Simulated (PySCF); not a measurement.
CH3FO3Si, SMILES O=CO[Si@@H](O)F. Coordinates come from a PBE0-D3(BJ)/def2-SVP optimisation. The structure was generated by enumeration; whether it is a known compound was not checked. One conformer was computed; it need not be the lowest.

Computed equilibrium geometry at PBE0-D3(BJ)/def2-SVP (PySCF confirms it by a frequency run) as bond lengths and angles (one conformer of several):
Atoms: O1 C2 O3 Si4 O5 F6 H7 H8 H9. Bonded distances (Å): O1–C2 1.203, C2–O3 1.328, C2–H7 1.109, O3–Si4 1.706, Si4–O5 1.627, Si4–F6 1.611, Si4–H8 1.467, O5–H9 0.972. Angles (°): O1–C2–O3 125.2, O1–C2–H7 123.6, O3–C2–H7 111.3, C2–O3–Si4 123.5, O3–Si4–O5 110.2, O3–Si4–F6 104.6, O3–Si4–H8 107.6, O5–Si4–F6 112.5, O5–Si4–H8 112.5, F6–Si4–H8 109.1, Si4–O5–H9 112.0.
Charge 0, spin multiplicity 1.
